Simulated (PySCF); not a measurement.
CH₃Cl₂NbO, multiplicity 1. Atoms are numbered in the order given.

```xyz
8

Nb     0.1339    -0.1821     0.0000
O      1.6836    -0.8257     0.0000
Cl    -0.2535     0.9499    -1.9595
Cl    -0.2535     0.9499     1.9595
C     -1.0806    -1.9211     0.0000
H     -0.8551    -2.5288    -0.8929
H     -2.1479    -1.6426     0.0000
H     -0.8551    -2.5288     0.8929
```
Charge 0, spin multiplicity 1.

Coordinates come from a PBE0-D3(BJ)/def2-SVP optimisation. The multiplicity is an assumed one; no other spin state was optimised. The structure was generated by enumeration; whether it is a known compound was not checked. The def2 effective core potentials stand for the cores of Nb; spin–orbit coupling is left out.

Calculation: PySCF with PBE/def2-TZVP.

ESP charges are fitted to the potential on shells at 1.4 to 2.0 van der Waals radii. Atomic charges (e):

| atom | Mulliken | Löwdin | ESP fit |
|---|---|---|---|
| Nb1 | 1.27 | 0.08 | 0.75 |
| O2 | -0.45 | -0.20 | -0.33 |
| Cl3 | -0.35 | 0.10 | -0.17 |
| Cl4 | -0.35 | 0.10 | -0.17 |
| C5 | -0.61 | -0.50 | -0.66 |
| H6 | 0.17 | 0.14 | 0.20 |
| H7 | 0.16 | 0.13 | 0.17 |
| H8 | 0.17 | 0.14 | 0.20 |
